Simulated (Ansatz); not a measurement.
`BrCCBr`, charge 0, multiplicity 1.

**Question.** Give a relaxed structure at PBE0-D4/def2-TZVP (Ansatz 0.2.0). (Estimate.)

**Answer.** The calculation gave: 
Z-matrix (Å, degrees):
```
C
C 1 1.501
Br 1 1.938 2 112.9
H 1 1.088 2 112.0 3 120.4
H 1 1.090 2 109.6 3 -117.7
Br 2 1.938 1 112.9 3 -68.9
H 2 1.088 1 112.0 3 51.5
H 2 1.090 1 109.6 3 173.4
```
Point group C2.
